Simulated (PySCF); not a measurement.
CH4O2, SMILES C(O)O. Geometry optimised at PBE-D3(BJ)/def2-TZVP. The values are those of a single conformer.

All values below come from PBE-D3(BJ)/def2-TZVP in PySCF 2.14.0.

Harmonic wavenumbers (cm⁻¹): 373, 386, 548, 980, 997, 1015, 1168, 1326, 1350, 1395, 1468, 2949, 2996, 3672, 3672. Rotational constants (GHz): 41.48, 10.03, 8.906; symmetry number 2.

### Question
Work out the zero-point energy and the ideal-gas rigid-rotor harmonic-oscillator thermochemistry at 298.15 K and 1 atm.

### Answer
ZPE = ½ Σ hcν = ½ × 24294 cm⁻¹ = 34.73 kcal/mol. H − E(el) = 37.74 kcal/mol. Entropy in cal/(mol K): translation 37.53, rotation 20.61, vibration 3.04, total 61.18. G − E(el) = 19.49 kcal/mol. Cp = 13.94 cal/(mol K).
